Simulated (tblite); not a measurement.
Compound: C6H10AlFS2.
SMILES with atom numbers: `[F:1][CH2:2][S@+:3]([AlH3-:4])[CH2:5][c:6]1[cH:7][cH:8][cH:9][s:10]1` (hydrogens: H11, H12 on C2; H13, H14, H15 on Al4; H16, H17 on C5; H18 on C7; H19 on C8; H20 on C9)
Bond orders are those of one Lewis drawing.

Computed with GFN2-xTB (tblite), gas phase: L-BFGS steps from a force-field or distance-geometry start until the largest atomic force falls under 0.01 eV/Å.

Step 42: E = -822.6311 eV
```
atom  x, y, z in Å  |  force x, y, z in eV/Å
F1     -2.5505   -1.7374   -1.8258    0.001  -0.006   0.001
C2     -1.5086   -1.5275   -0.9963   -0.001  -0.019   0.012
S3     -2.0735   -0.4806    0.3957    0.018   0.000   0.010
Al4    -1.7487    1.7003   -0.7079    0.009   0.011   0.002
C5     -0.6076   -0.6351    1.5170    0.075   0.023   0.024
C6      0.6974   -0.3708    0.8753    0.013  -0.003   0.015
C7      1.2978    0.8339    0.6498   -0.008  -0.011   0.011
C8      2.5718    0.7115    0.0494   -0.042  -0.009   0.028
C9      2.9204   -0.5809   -0.1737   -0.025   0.014  -0.065
S10     1.7025   -1.6834    0.3312   -0.013   0.062   0.013
H11    -1.1816   -2.4935   -0.6014    0.029  -0.008   0.013
H12    -0.7170   -1.0153   -1.5558   -0.035   0.002   0.004
H13    -0.4803    1.2513   -1.5270    0.008   0.054  -0.025
H14    -3.1357    1.7024   -1.4176    0.012  -0.023  -0.025
H15    -1.5873    2.4639    0.6519    0.045  -0.006   0.026
H16    -0.8070    0.1078    2.2901   -0.043   0.001  -0.003
H17    -0.6532   -1.6337    1.9530   -0.009   0.009  -0.059
H18     0.8376    1.7755    0.9097    0.015  -0.043  -0.015
H19     3.2054    1.5474   -0.1934   -0.068  -0.043   0.004
H20     3.8131   -0.9628   -0.6274    0.019  -0.007   0.028
```

Step 43: E = -822.6322 eV
```
atom  x, y, z in Å  |  force x, y, z in eV/Å
F1     -2.5487   -1.7385   -1.8249   -0.025  -0.013  -0.005
C2     -1.5077   -1.5267   -0.9958   -0.012   0.001   0.019
S3     -2.0721   -0.4805    0.3965   -0.010   0.007   0.012
Al4    -1.7444    1.7001   -0.7081   -0.002   0.003   0.011
C5     -0.6078   -0.6352    1.5200    0.048   0.017  -0.007
C6      0.6955   -0.3715    0.8765    0.035  -0.003   0.021
C7      1.2945    0.8333    0.6499    0.019   0.000   0.001
C8      2.5685    0.7115    0.0490   -0.033  -0.013   0.004
C9      2.9179   -0.5801   -0.1772   -0.022  -0.001  -0.036
S10     1.7015   -1.6842    0.3320   -0.002   0.088   0.006
H11    -1.1775   -2.4914   -0.6027    0.038  -0.028   0.024
H12    -0.7206   -1.0100   -1.5551    0.003   0.007  -0.015
H13    -0.4782    1.2469   -1.5267    0.016   0.059  -0.031
H14    -3.1318    1.7015   -1.4184    0.018  -0.018  -0.020
H15    -1.5801    2.4613    0.6534    0.040  -0.003   0.019
H16    -0.8098    0.1081    2.2920   -0.031  -0.009   0.001
H17    -0.6553   -1.6350    1.9517   -0.003   0.004  -0.035
H18     0.8364    1.7765    0.9078    0.005  -0.051  -0.008
H19     3.2007    1.5481   -0.1962   -0.071  -0.046   0.009
H20     3.8140   -0.9611   -0.6268   -0.013   0.001   0.031
```

Step 44: E = -822.6333 eV
```
atom  x, y, z in Å  |  force x, y, z in eV/Å
F1     -2.5482   -1.7396   -1.8240   -0.037  -0.021   0.000
C2     -1.5068   -1.5259   -0.9961   -0.016   0.014   0.019
S3     -2.0701   -0.4803    0.3970   -0.029   0.010   0.012
Al4    -1.7392    1.6997   -0.7081   -0.007  -0.003   0.017
C5     -0.6071   -0.6352    1.5237    0.000   0.006  -0.032
C6      0.6947   -0.3727    0.8797    0.043   0.001   0.027
C7      1.2913    0.8323    0.6507    0.036   0.010  -0.007
C8      2.5639    0.7115    0.0483   -0.014  -0.014  -0.025
C9      2.9148   -0.5790   -0.1811   -0.017  -0.016  -0.004
S10     1.7014   -1.6839    0.3348    0.008   0.067  -0.006
H11    -1.1721   -2.4894   -0.6048    0.038  -0.033   0.027
H12    -0.7246   -1.0046   -1.5567    0.030   0.008  -0.024
H13    -0.4751    1.2427   -1.5272    0.021   0.063  -0.034
H14    -3.1269    1.7006   -1.4188    0.022  -0.013  -0.016
H15    -1.5710    2.4588    0.6548    0.034  -0.002   0.011
H16    -0.8136    0.1087    2.2937   -0.014  -0.019   0.007
H17    -0.6581   -1.6360    1.9514    0.005  -0.003  -0.011
H18     0.8344    1.7758    0.9068   -0.011  -0.035   0.004
H19     3.1932    1.5485   -0.2004   -0.055  -0.026   0.008
H20     3.8139   -0.9589   -0.6268   -0.036   0.005   0.028
```

**Question.** Estimate the geometry and energy of step 45. (The exact step hangs on the optimiser's Hessian estimate; all steps are aligned on step 44, rigid shifts and turns removed.)

**Answer.** E = -822.6341 eV, largest force 0.076 eV/Å
```
atom  x, y, z in Å  |  force x, y, z in eV/Å
F1     -2.5493   -1.7408   -1.8229   -0.032  -0.026   0.014
C2     -1.5062   -1.5251   -0.9971   -0.010   0.014   0.012
S3     -2.0679   -0.4799    0.3970   -0.033   0.007   0.008
Al4    -1.7342    1.6991   -0.7080   -0.005  -0.006   0.017
C5     -0.6063   -0.6352    1.5269   -0.041  -0.004  -0.041
C6      0.6955   -0.3740    0.8846    0.031   0.007   0.029
C7      1.2892    0.8312    0.6523    0.031   0.014  -0.007
C8      2.5593    0.7114    0.0470    0.002  -0.009  -0.044
C9      2.9120   -0.5781   -0.1843   -0.011  -0.021   0.020
S10     1.7025   -1.6829    0.3388    0.008   0.017  -0.014
H11    -1.1666   -2.4880   -0.6071    0.028  -0.018   0.019
H12    -0.7279   -1.0007   -1.5607    0.034   0.002  -0.019
H13    -0.4718    1.2402   -1.5288    0.022   0.065  -0.032
H14    -3.1220    1.6997   -1.4185    0.022  -0.009  -0.014
H15    -1.5622    2.4570    0.6558    0.028   0.000   0.007
H16    -0.8173    0.1094    2.2952    0.001  -0.027   0.009
H17    -0.6612   -1.6364    1.9523    0.014  -0.006   0.004
H18     0.8321    1.7739    0.9073   -0.024  -0.008   0.013
H19     3.1845    1.5488   -0.2054   -0.026   0.006   0.001
H20     3.8127   -0.9564   -0.6274   -0.039   0.002   0.018
```

The energy changes by -0.0009 eV. The first-order estimate −F·Δx gives -0.0012 eV and the mean of the old and new forces, exact on a quadratic surface, -0.0009 eV. The step makes an angle of 73° with the force vector and moves no atom by more than 0.010 Å.

What follows is the cost of the whole relaxation. Hardware: Arm Neoverse V1, one thread, on a shared host. Cost: 1.8 s of wall time.
